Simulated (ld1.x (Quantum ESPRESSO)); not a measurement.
# praseodymium (Pr) PAW: all-electron and pseudo phase curves

ld1.x (Quantum ESPRESSO) 7.5 input, shortened:

```
&input
   title='Pr', zed=59., rel=2, dft='PBESOL', iswitch=3,
   config='[Xe] 4f3 5d1 6s1 6p0', rel_dist='average'
 /
 &inputp
   pseudotype=3, lpaw=.true., tm=.true., lloc=-1, rcloc=1.65,
   nlcc=.true., new_core_ps=.true., rcore=0.85,
   which_augfun='PSQ', rmatch_augfun=1.15
 /
8
5S  1  0   2.00   0.00  2.10  2.35  0.0
6S  2  0   1.00   0.00  2.10  2.35  0.0
5P  2  1   6.00   0.00  2.35  3.15  0.0
6P  3  1   0.00   0.00  2.35  3.15  0.0
4D  3  2  10.00   0.00  1.00  1.10  0.0
5D  4  2   1.00   0.00  1.00  1.10  0.0
4F  4  3   3.00   0.00  1.05  1.45  0.0
4F  4  3   0.00   1.62  1.05  1.45  0.0
 &test
   configts(1)='4d10 4f3 5s2 5p6 5d1 6s1 6p0'
 /
```

Open shells are filled in proportion to 2j + 1 (rel_dist='average').

The phase is arctan(r·u′/u) with u = r·R(r), unwrapped; energies in Ry, scanned from -10 to 5 Ry. A pole is an energy at which the radial function vanishes at the test radius. The pseudo phase is shifted by a multiple of π to meet the all-electron one at the reference energy, and phase errors are pseudo minus all-electron; the curves can meet again beyond the range given. Levels narrower than the energy grid can be missing from the lists of poles.

Problem. For each channel, where are the poles, and over which energies does the pseudopotential scatter like the atom?

Solution.

```csv
channel,radius (bohr),reference energy (Ry),"poles, all-electron","poles, pseudo",unbroken range about the reference energy with phases within 0.05 rad,phase error 1 Ry above the reference energy (rad)
s,3.42,-0.22,"-2.75, 1.71","-2.75, 1.73",below 3.5,+0.001
p1/2,3.42,-0.08,"-1.56, 2.54","-1.53, -1.31, 1.40",-0.9 to 0.2,-0.337
p3/2,3.42,-0.07,"-1.33, 2.77","-1.41, 1.45",-1.2 to 0.3,-0.510
d3/2,3.42,-0.11,"0.45, 4.46","0.45, 4.47",the whole range,+0.000
d5/2,3.42,-0.10,"0.48, 4.52","0.48, 4.53",the whole range,+0.000
f5/2,3.42,-0.03,"0.01, 2.66","0.01, 2.66",the whole range,+0.000
f7/2,3.42,-0.01,"0.04, 2.67","0.04, 2.67",the whole range,+0.000
```

The ghost test of this file was not conclusive.

Phases in the f7/2 channel:

| E (Ry) | all-electron | pseudo |
| --- | --- | --- |
| -10.00 | 1.480 | 1.480 |
| -9.52 | 1.478 | 1.478 |
| -9.04 | 1.476 | 1.476 |
| -8.56 | 1.474 | 1.474 |
| -8.08 | 1.471 | 1.471 |
| -7.60 | 1.468 | 1.468 |
| -7.12 | 1.465 | 1.465 |
| -6.64 | 1.461 | 1.461 |
| -6.16 | 1.457 | 1.457 |
| -5.68 | 1.453 | 1.453 |
| -5.20 | 1.448 | 1.448 |
| -4.72 | 1.443 | 1.443 |
| -4.24 | 1.436 | 1.436 |
| -3.76 | 1.429 | 1.429 |
| -3.28 | 1.420 | 1.420 |
| -2.80 | 1.410 | 1.410 |
| -2.32 | 1.397 | 1.397 |
| -1.84 | 1.380 | 1.380 |
| -1.36 | 1.357 | 1.357 |
| -0.88 | 1.322 | 1.322 |
| -0.40 | 1.252 | 1.252 |
| 0.08 | -1.717 | -1.717 |
| 0.56 | -2.026 | -2.026 |
| 1.04 | -2.620 | -2.620 |
| 1.52 | -4.115 | -4.115 |
| 2.00 | -4.534 | -4.534 |
| 2.48 | -4.675 | -4.675 |
| 2.96 | -4.761 | -4.761 |
| 3.44 | -4.846 | -4.846 |
| 3.92 | -4.985 | -4.984 |
| 4.40 | -5.492 | -5.483 |
| 4.88 | -7.243 | -7.232 |
